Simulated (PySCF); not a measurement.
An unknown gives this computed stick spectrum. The calculation used TDDFT B3LYP/def2-SVPD, vertical, gas phase, core orbitals frozen in the response (PySCF). Geometries: GFN2-xTB, one conformer each.

```tsv
state	E (eV)	λ (nm)	f
S1	7.31	169.6	0.023
S2	7.53	164.7	0.015
S3	7.77	159.6	0.039
S4	8.04	154.3	0.017
S5	8.16	152.0	0.064
S6	8.29	149.6	0.020
S7	8.56	144.8	0.010
S8	8.60	144.1	0.018
```

Question: Which candidate is it? All have the formula C3H6F4OSi.
A. `C(C(F)(F)F)[Si@@H](F)OC`
B. `FC[SiH2]COC(F)(F)F`
C. `C(CCF)O[Si](F)(F)F`

Answer: B. Its S1, at 7.31 eV, is the lowest among the candidates; the nearest of the others has S1 at 7.77 eV. S1 is HOMO→LUMO (91%). Löwdin shares by element: HOMO carbon 34% or more, fluorine 23% or more, silicon 16% (atoms not listed hold the other 26%); LUMO silicon 27%, hydrogen 20% or more, carbon 14% or more (atoms not listed hold the other 39%). At the same level the other candidates give, for their lowest levels:
- `CO[Si@H](F)CC(F)(F)F`: 7.77 eV (f 0.010); 8.12 eV (f 0.016); 8.23 eV (f 0.015); 8.40 eV (f 0.011); 8.60 eV (f 0.048); T1 7.56 eV; HOMO -8.78, LUMO 0.06 eV
- `FCCCO[Si](F)(F)F`: 7.96 eV (f 0.001); 8.25 eV (f 0.007); 8.64 eV (f 0.008); 8.77 eV (f 0.013); 8.91 eV (f 0.021); T1 7.75 eV; HOMO -9.30, LUMO -0.30 eV

Shape of the structure used: `[F:1][CH2:2][SiH2:3][CH2:4][O:5][C:6]([F:7])([F:8])[F:9]`: F1–C2–Si3–C4 -164°, C2–Si3–C4–O5 -39°, Si3–C4–O5–C6 -73°, C4–O5–C6–F7 64°.
Triplets come from the Tamm–Dancoff approximation.
